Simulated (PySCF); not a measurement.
Isomers of C4H12AlF2N, from PBE0-D3(BJ)/def2-SVP geometry optimisation, gas phase in PySCF. One conformer each, no zero-point energy, no frequencies.

Task: Which is lower in electronic energy at this level?
A. `[CH3:1][N+:2]([CH3:3])([CH3:4])[AlH2-:5][CH:6]([F:7])[F:8]` with N2–Al5–C6–F7 -61°: A = 2400, B = 1073, C = 1056 MHz, dipole 4.54 D
B. `[CH3:1][N+:2]([CH3:3])([AlH3-:4])[CH2:5][CH:6]([F:7])[F:8]` with C1–N2–C5–C6 -175°, N2–C5–C6–F7 173°: A = 2280, B = 1034, C = 969.8 MHz, dipole 4.37 D

Result: A. That is `C[N+](C)(C)[AlH2-][CH](F)F`, 2.6 kcal/mol below the other.

```json
{"SMILES": "C[N+](C)(C)[AlH2-][CH](F)F", "mapped SMILES": "[CH3:1][N+:2]([CH3:3])([CH3:4])[AlH2-:5][CH:6]([F:7])[F:8]", "E (Eh)": "-655.57694", "relative (kcal/mol)": "0.0", "relative (kJ/mol)": "0.0", "dipole (D)": "4.54"}
{"SMILES": "C[N+](C)([AlH3-])CC(F)F", "mapped SMILES": "[CH3:1][N+:2]([CH3:3])([AlH3-:4])[CH2:5][CH:6]([F:7])[F:8]", "E (Eh)": "-655.57274", "relative (kcal/mol)": "2.6", "relative (kJ/mol)": "11.0", "dipole (D)": "4.37"}
```
